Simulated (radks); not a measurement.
Question: The mean radii <r> (bohr) of the occupied orbitals of an atom or ion are listed with their occupations. All-electron calculation, scalar-relativistic Kohn-Sham, PBE, spin-polarised, spherical densities, finite nucleus; Fermi nuclear charge, rms radius of each element as measured or else 0.836 A^(1/3) + 0.57 fm. Program: a radial shooting solver on a logarithmic mesh with Libxc functionals.

orbital  occ.     <r>
1s up       1  0.1574
1s down     1  0.1572
2s up       1  0.7318
2s down     1  0.7384
2p up       1  0.6638

Name the element and its charge. Open shells, if any, are filled with parallel spins first.

Answer: Z = 10, neon, charge +5: Ne5+ in [He] 2s2 2p1. The 1s radius gives Z: for a bare nucleus <r> = (2 gamma + 1)/(2Z) with gamma = sqrt(1 - (Z/c)^2), 0.1497 bohr for Z = 10, and screening makes it slightly larger (0.1574 here). The occupations add up to 5, and the charge is Z minus that.
